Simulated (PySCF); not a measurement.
1,1-dichloro-2,2-difluoroethane (C2H2Cl2F2), SMILES FC(F)C(Cl)Cl. Atoms are numbered in the order given.

```xyz
8

F     -1.4804    -1.3376     0.8243
C     -1.1308    -0.0893     0.4676
F     -1.6291     0.1654    -0.7467
C      0.3908     0.0164     0.4689
Cl     1.0973    -1.0771    -0.7219
Cl     0.8565     1.7028     0.1944
H     -1.5563     0.6273     1.1930
H      0.7680    -0.2772     1.4568
```

Geometry optimised at PBE0-D3(BJ)/def2-SVP. Other conformers were not sampled.

Two levels are set side by side: PBE/pcSseg-1 (PySCF) and B3LYP/pcSseg-1 (PySCF). GIAO shifts against CFCl3 (¹⁹F), HCl (³⁵Cl), TMS (¹H), TMS (¹³C) at the same level; non-relativistic, no solvent, atoms listed together averaged. Without spin–orbit terms, shifts of atoms bonded to Cl or Br come out too high at both levels. Differences are taken from unrounded values.

| quantity | B3LYP |
|---|---|
| δ(¹³C) of C2 (ppm) | 119.4 |
| δ(¹³C) of C4 (ppm) | 86.2 |
| δ(¹H) of H7 (ppm) | 6.06 |
| δ(¹H) of H8 (ppm) | 5.81 |

Q: What does PBE give, and how far is it from B3LYP? (Estimate from the structure and the level; the computed values follow.)

A: 
```tsv
quantity	PBE	PBE minus B3LYP
δ(¹³C) of C2 (ppm)	121.8	2.4
δ(¹³C) of C4 (ppm)	88.3	2.1
δ(¹H) of H7 (ppm)	6.24	0.19
δ(¹H) of H8 (ppm)	6.01	0.20
```

Rough cost on one machine, each run with all the roots and properties that it gave: B3LYP against PBE within a factor of 2.
